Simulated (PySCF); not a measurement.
## Frontier orbitals and the lowest excitations

C₄H₉FSi.
Geometry (GFN2-xTB, Å), atoms numbered from 1 in this order:
```xyz
15
C4H9FSi angstrom
F      1.828    0.123   -1.438
C      1.834    0.449   -0.097
C      0.441    0.352    0.484
C     -0.164   -1.068    0.478
C     -1.587   -0.747   -0.022
Si    -1.046    1.010   -0.546
H      2.532   -0.248    0.383
H      2.227    1.469   -0.031
H      0.485    0.758    1.496
H     -0.135   -1.565    1.448
H      0.363   -1.694   -0.241
H     -2.313   -0.762    0.789
H     -1.944   -1.426   -0.792
H     -0.776    1.201   -1.966
H     -1.749    2.155    0.035
```

Method used: PySCF, TDDFT wB97X-D/def2-SVPD, vertical, gas phase, core orbitals frozen in the response.

Kohn–Sham orbitals with the atoms that hold most of them (Löwdin shares over 4%, at most four atoms; ? is withheld):

| orbital | ε (eV) | atoms |
| --- | --- | --- |
| HOMO-3 | -11.11 | C4 20%, C5 18%, F1 15%, C2 15% |
| HOMO-2 | -11.01 | Si6 13%, C4 13%, C3 11%, C5 10% |
| HOMO-1 | -9.94 | C5 33%, Si6 20%, C4 12%, C3 9% |
| HOMO | ? | ? |
| LUMO | 1.83 | ? |
| LUMO+1 | 2.27 | Si6 32%, H15 8%, H9 8%, C4 7% |
| LUMO+2 | 2.70 | Si6 38%, H14 11%, C4 7%, H15 7% |

Which atoms hold the LUMO, and with what shares?

Si6 (bonded to 2 C and 2 H) 34%; H15 (bonded to Si) 11%; C5 (bonded to C, Si and 2 H) 11%; H14 (bonded to Si) 10%. By element: silicon 34%, hydrogen 21% or more, carbon 11% or more.

Give the leading atoms of the HOMO.

C3 (bonded to 2 C, Si and H) 34%; Si6 (bonded to 2 C and 2 H) 21%; C2 (bonded to C, F and 2 H) 10%; C4 (bonded to 2 C and 2 H) 7%. By element: carbon 50% or more, silicon 21%.

What is the HOMO energy, and the HOMO–LUMO gap?

ε(HOMO) = -9.74 eV; the gap is 11.57 eV (0.4252 hartree).

The HOMO–LUMO gap is 11.57 eV. Where does the response calculation put the lowest singlet, and from which orbitals?

S1 is at 7.05 eV (f = 0.022), 4.52 eV below the gap, made of HOMO→LUMO (59%), HOMO-1→LUMO (33%). Without the coupling terms of the response equations the lowest excitation would equal the gap.

Next come S2 at 7.37 eV (f 0.092), HOMO-1→LUMO (60%), HOMO→LUMO (34%); S3 at 7.78 eV (f 0.016), HOMO→LUMO+1 (70%), HOMO→LUMO+2 (16%); S4 at 7.96 eV (f 0.019), HOMO-1→LUMO+1 (64%), HOMO-1→LUMO+2 (22%); S5 at 8.15 eV (f 0.0015), HOMO-2→LUMO (50%), HOMO→LUMO+3 (14%), HOMO-4→LUMO (8%).

One conformer stands for the species.
